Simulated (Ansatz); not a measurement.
`OB(F)O[SiH3]` + HBr → `OB(F)Br` + `O[SiH3]` at 298.15 K and 1 bar (ligand exchange at a B–O bond).

Computed with Ansatz on PBE0-D4/def2-TZVP structures; ΔE is electronic, products minus reactants. CBS: MP2 limit from def2 TZ/QZ plus the TZ coupled-cluster correction, frozen cores. For Br outer-core shells are correlated without core-valence functions, which leaves a few kJ/mol of doubt a bond. Scalar relativity is left out up to krypton. Each species was taken in one conformer, which may not be the lowest.

| species | CCSD(T)/CBS energy (Eh) | H − E (kJ/mol) | S (J/(mol·K)) |
| --- | --- | --- | --- |
| `OB(F)O[SiH3]` | -566.62981 | 157.2 | 339.1 |
| HBr | -2573.91920 | 24.6 | 198.6 |
| `OB(F)Br` | -2773.83630 | 73.3 | 295.9 |
| `O[SiH3]` | -366.69042 | 113.6 | 257.8 |

H − E and S are ideal-gas, rigid-rotor, harmonic terms from PBE0-D4/def2-TZVP, for one conformer and one mirror image of each species. 1 Eh = 2625.50 kJ/mol, R = 8.31446 J/(mol·K).

Problem. By hand: ΔE, ΔH, ΔS and ΔG.

Solution. ΔE = (-2773.83630) + (-366.69042) − (-566.62981) − (-2573.91920) = 0.02229 Eh = 58.5 kJ/mol. Δ(H − E) = 73.3 + 113.6 − 157.2 − 24.6 = 5.1, so ΔH = 63.6 kJ/mol. ΔS = 295.9 + 257.8 − 339.1 − 198.6 = 16.0 J/(mol·K). ΔG = 63.6 − 298.15 × (16.0)/1000 = 58.8 kJ/mol.

Problem. By hand: the equilibrium constant, and the temperature at which ΔG would vanish if ΔH and ΔS stayed fixed.

Solution. log₁₀ K = −ΔG/(RT ln 10) = -10.3. ΔG = 0 at ΔH/ΔS = 3975 K, far beyond where these terms or the molecules hold.

ΔH outweighs TΔS. A doubt of 5 kJ/mol in ΔE shifts log₁₀ K by 0.9 here. Other conformers and mirror images would add mixing entropy, several J/(mol·K) or more a flexible species. These are equilibria of isolated gas molecules and say nothing of rates. Largest T1 diagnostic: 0.012 (customary marks: 0.02 for closed shells, 0.045 for open ones).
